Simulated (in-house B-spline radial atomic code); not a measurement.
Configurations of Tm IV (Tm3+), with energies counted from [Xe] 4f12. Level of theory: scalar-relativistic (X2C) PBE0, spin-polarised, spherical fractional occupations, exact exchange averaged over the configuration, Fermi nucleus of rms radius 5.2256 fm; calculated with a B-spline radial code for spherical atoms. Shells without spins written out take the highest spin.

Occupations are held fixed; configurations that lie above the ionisation limit could autoionise.

| configuration | E - E(ref) (eV) | highest orbital | its <r> (bohr) |
| --- | --- | --- | --- |
| [Xe] 4f11 5d1 | 11.047 | 5d up | 1.964 |
| [Xe] 4f11 6p1 | 20.092 | 6p up | 3.363 |
| [Kr] 4d10 4f12 5s2 5p5 5d1 | 30.427 | 5d up | 1.991 |
| [Kr] 4d10 4f12 5s2 5p5 6p1 | 39.299 | 6p up | 3.384 |
| [Kr] 4d9 4f12 5s2 5p6 5d1 | 183.8 | 5d up | 1.96 |
| [Kr] 4d9 4f12 5s2 5p6 6s1 | 186.47 | 6s up | 2.835 |

Problem. Order these further configurations by energy, lowest first.
A. [Xe] 4f11 5f1
B. [Kr] 4d10 4f12 5s2 5p5 5f1
C. [Xe] 4f11 6s1
D. [Kr] 4d9 4f13 5s2 5p6
E. [Kr] 4d10 4f12 5s2 5p5 6d1

Solution. C (13.721 eV), A (29.691 eV), E (46.991 eV), B (48.793 eV), D (172.03 eV).

Problem. How far above the reference does [Xe] 4f11 6f1 lie?

Solution. 34.556 eV; its least bound orbital is 6f up with <r> = 7.349 bohr.
